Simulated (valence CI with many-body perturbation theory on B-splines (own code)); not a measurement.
Forbidden lines of Pr38+

Computed by relativistic CI+MBPT: three valence electrons over a frozen Dirac-Fock core [Ar], radial functions for each j: 9 s, 9 p, 10 d, 8 f, 5 g, 3 h, 1 i, with the one-electron correlation potential Σ1 (screened to all orders), the two-electron term Σ2, the three-electron term Σ3, Breit, model QED; selected single and double excitations, second order for the rest (own B-spline code, finite nucleus).

The last digits are not significant, and no measured levels were compared; by estimate large intervals hold to a few tenths of a per cent, small ones and those within an open d or f shell to about a per cent. Only levels of the ground parity were solved; by the run's estimate the other parity begins above the list, which can be wrong where configurations are misplaced.

Lines 1 to 50 of 64 in falling wavelength, among levels below 773680 cm⁻¹, chosen from the decays that carry over 1 % of a level's rate. Wavelengths and rates use the calculated energies. Weak lines are less certain than strong ones. Lines between different terms over intervals too small for the method are left out, as are lines whose strength nearly cancels. The highest levels of a list are the least certain.

Levels are named by their leading jj configuration (3d3/2^4 stands for four electrons in 3d with j = 3/2), which in mixed levels can hold well under half, so a name can repeat and another be missing. Letters in brackets count levels of one name in rising energy.

```tsv
λ vac (nm)	Upper	Lower	Type	A (s⁻¹)	Branch %
1015	(3d3/2^2 3d5/2) J=9/2	(3d3/2^2 3d5/2) J=7/2	M1	9.02e+00	100.0
351.2	(3d3/2^2 3d5/2) J=1/2	(3d3/2^2 3d5/2) J=3/2	M1	5.35e+02	1.6
224.2	(3d3/2^2 3d5/2) J=3/2	(3d3/2^2 3d5/2) J=5/2 [a]	M1	9.50e+02	1.0
184.2	(3d3/2^2 3d5/2) J=7/2	(3d3/2^2 3d5/2) J=5/2 [a]	M1	3.08e+03	99.9
163.9	(3d3/2 3d5/2^2) J=11/2	(3d3/2 3d5/2^2) J=9/2	M1	1.26e+03	2.3
139.9	(3d3/2 3d5/2^2) J=5/2 [b]	(3d3/2 3d5/2^2) J=3/2 [a]	M1	2.40e+03	2.4
102.9	(3d3/2 3d5/2^2) J=5/2 [a]	(3d3/2 3d5/2^2) J=7/2 [a]	M1	3.02e+03	2.4
91.87	(3d5/2^3) J=3/2	(3d3/2 3d5/2^2) J=3/2 [b]	M1	5.45e+03	1.9
80.59	(3d3/2 3d5/2^2) J=5/2 [a]	(3d3/2^2 3d5/2) J=5/2 [b]	M1	8.52e+03	6.7
76.79	(3d3/2^2 3d5/2) J=5/2 [b]	(3d3/2^2 3d5/2) J=7/2	M1	2.28e+03	6.6
71.47	(3d3/2^2 3d5/2) J=5/2 [b]	(3d3/2^2 3d5/2) J=3/2	M1	1.72e+04	50.0
71.05	(3d3/2 3d5/2^2) J=7/2 [b]	(3d3/2 3d5/2^2) J=7/2 [a]	M1	5.60e+03	6.9
69.32	(3d5/2^3) J=9/2	(3d3/2 3d5/2^2) J=11/2	M1	7.96e+03	2.8
66.36	(3d3/2 3d5/2^2) J=5/2 [b]	(3d3/2^2 3d5/2) J=5/2 [b]	M1	4.15e+04	41.0
65.71	(3d3/2^2 3d5/2) J=5/2 [a]	(3d3/2^3) J=3/2	M1	9.92e+04	100.0
64.58	(3d3/2 3d5/2^2) J=3/2 [b]	(3d3/2 3d5/2^2) J=1/2	M1	2.07e+04	9.1
63.72	(3d5/2^3) J=5/2	(3d3/2 3d5/2^2) J=3/2 [b]	M1	1.04e+04	2.3
63.64	(3d3/2 3d5/2^2) J=7/2 [a]	(3d3/2^2 3d5/2) J=7/2	M1	4.13e+04	19.1
59.65	(3d3/2 3d5/2^2) J=7/2 [b]	(3d3/2^2 3d5/2) J=5/2 [b]	M1	5.36e+03	6.6
59.47	(3d3/2 3d5/2^2) J=9/2	(3d3/2^2 3d5/2) J=9/2	M1	7.55e+04	60.9
58.44	(3d3/2 3d5/2^2) J=3/2 [b]	(3d3/2 3d5/2^2) J=3/2 [a]	M1	3.43e+04	15.1
56.18	(3d3/2 3d5/2^2) J=9/2	(3d3/2^2 3d5/2) J=7/2	M1	4.85e+04	39.1
54.20	(3d3/2^2 3d5/2) J=5/2 [b]	(3d3/2^2 3d5/2) J=5/2 [a]	M1	3.98e+03	11.6
52.45	(3d3/2 3d5/2^2) J=3/2 [a]	(3d3/2^2 3d5/2) J=1/2	M1	2.97e+04	9.7
50.82	(3d3/2^2 3d5/2) J=3/2	(3d3/2^3) J=3/2	M1	9.02e+04	99.0
48.72	(3d5/2^3) J=9/2	(3d3/2 3d5/2^2) J=9/2	M1	1.16e+05	41.0
48.33	(3d3/2 3d5/2^2) J=1/2	(3d3/2^2 3d5/2) J=1/2	M1	1.69e+05	94.3
47.30	(3d3/2 3d5/2^2) J=7/2 [a]	(3d3/2^2 3d5/2) J=5/2 [a]	M1	1.74e+05	80.8
45.64	(3d3/2 3d5/2^2) J=3/2 [a]	(3d3/2^2 3d5/2) J=3/2	M1	1.75e+05	57.3
44.40	(3d3/2^2 3d5/2) J=1/2	(3d3/2^3) J=3/2	M1	3.27e+04	98.3
44.22	(3d5/2^3) J=9/2	(3d3/2 3d5/2^2) J=7/2 [a]	M1	1.55e+05	54.8
43.64	(3d3/2 3d5/2^2) J=11/2	(3d3/2^2 3d5/2) J=9/2	M1	5.43e+04	97.7
42.54	(3d5/2^3) J=3/2	(3d3/2 3d5/2^2) J=5/2 [a]	M1	1.22e+05	42.0
42.49	(3d3/2 3d5/2^2) J=1/2	(3d3/2^2 3d5/2) J=3/2	M1	8.05e+03	4.5
41.74	(3d5/2^3) J=5/2	(3d3/2 3d5/2^2) J=7/2 [b]	M1	4.79e+04	10.5
39.95	(3d3/2 3d5/2^2) J=3/2 [b]	(3d3/2^2 3d5/2) J=5/2 [b]	M1	1.03e+05	45.6
39.32	(3d3/2 3d5/2^2) J=5/2 [a]	(3d3/2^2 3d5/2) J=7/2	M1	1.82e+04	14.3
38.98	(3d5/2^3) J=5/2	(3d3/2 3d5/2^2) J=5/2 [b]	M1	1.09e+05	23.9
37.92	(3d5/2^3) J=3/2	(3d3/2 3d5/2^2) J=1/2	M1	5.29e+04	18.2
37.92	(3d3/2 3d5/2^2) J=3/2 [a]	(3d3/2^2 3d5/2) J=5/2 [a]	M1	9.24e+04	30.3
37.88	(3d3/2 3d5/2^2) J=5/2 [a]	(3d3/2^2 3d5/2) J=3/2	M1	7.79e+04	61.1
35.72	(3d5/2^3) J=3/2	(3d3/2 3d5/2^2) J=3/2 [a]	M1	8.93e+04	30.7
35.60	(3d3/2 3d5/2^2) J=5/2 [b]	(3d3/2^2 3d5/2) J=7/2	M1	4.67e+04	46.2
35.32	(3d5/2^3) J=5/2	(3d3/2 3d5/2^2) J=5/2 [a]	M1	6.01e+04	13.2
34.72	(3d3/2 3d5/2^2) J=7/2 [b]	(3d3/2^2 3d5/2) J=9/2	M1	3.33e+04	40.8
34.41	(3d3/2 3d5/2^2) J=5/2 [b]	(3d3/2^2 3d5/2) J=3/2	M1	4.67e+03	4.6
33.57	(3d3/2 3d5/2^2) J=7/2 [b]	(3d3/2^2 3d5/2) J=7/2	M1	2.66e+04	32.7
32.40	(3d3/2 3d5/2^2) J=5/2 [a]	(3d3/2^2 3d5/2) J=5/2 [a]	M1	1.52e+04	11.9
30.48	(3d5/2^3) J=5/2	(3d3/2 3d5/2^2) J=3/2 [a]	M1	1.32e+05	29.0
29.83	(3d3/2 3d5/2^2) J=5/2 [b]	(3d3/2^2 3d5/2) J=5/2 [a]	M1	3.43e+03	3.4
```
